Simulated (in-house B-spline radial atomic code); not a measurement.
BHandHLYP excitations of K+

Method: BHandHLYP. Computed with an all-electron radial atomic-structure program (B-spline basis): linear response of the closed shell [Ne] 3s2 3p6 with the functional's adiabatic kernel; scalar-relativistic (spin-free one-electron X2C), finite nucleus, no spin-orbit coupling, no double excitations, S, P, D and F terms only. Only terms of natural parity with L up to 3 were computed.

Command:
```bash
python run_td.py task.json out
```
Settings (radii: box in bohr, nucleus in fm):
```
Z                        19
electrons                18
configuration            [Ne] 3s2 3p6
hamiltonian              x2c
method                   bhandhlyp
box_radius               41.61
rms_radius               3.4349
intervals                75
```

Run time, properties included: 1.3 s on 1 thread of Arm Neoverse N1 (shared host).

The lowest states, in the order of their Tamm-Dancoff energies; the method's threshold (minus the highest occupied level) is 28.779 eV. Labels give the largest channel, * marks a mixed state, and oscillator strengths are full-response dipole values. Semilocal kernels can invert the small singlet-triplet splittings of Rydberg terms. Energies in eV:

```tsv
state	full response	Tamm-Dancoff	oscillator strength
3p → 4s 3P	19.514	19.528	-
3p → 4s 1P	?	?	?
3p → 3d 3P	20.099	20.171	-
3p → 3d 3F	20.336	20.517	-
3p → 3d 1F	21.860	21.872	-
3p → 4p 3S	22.010	22.031	-
3p → 4p 3D	22.298	22.312	-
3p → 4p 1D	22.476	22.479	-
3p → 4p 1S	23.357	23.451	-
3p → 3d 1P	24.286	24.459	1.32
3p → 5s 3P	25.111	25.114	-
3p → 5s 1P	25.196	25.198	0.0828
3p → 4d 3P	25.600	25.607	-
3p → 4d 3F	25.630	25.647	-
3p → 4d 1F	25.812	25.814	-
3p → 5p 3S	25.829	25.834	-
3p → 5p 3D	?	?	-
3p → 5p 1D	25.959	25.959	-
3p → 5p 1S	26.217	26.247	-
3p → 4d 1P	26.497	26.571	0.452
3p → 4f 1D	26.757	26.757	-
3p → 4f 3D	26.762	26.762	-
```

(1) Where does 3p → 5p 3D lie?

(2) Where does 3p → 4s 1P lie?

(3) How large is the singlet-triplet splitting of 3p → 4s (P terms) in Tamm-Dancoff?

(4) What polarisabilities and dispersion coefficient does the method give?

Results:

(1) At 25.907 eV in full response, 25.910 eV in Tamm-Dancoff.

(2) At 19.889 eV in full response, 19.899 eV in Tamm-Dancoff, oscillator strength 0.389.

(3) 0.371 eV, from the unrounded values.

(4) Dipole 5.559 bohr³, quadrupole 17.07 bohr⁵, C6 23.71 hartree·bohr⁶ for two such species.
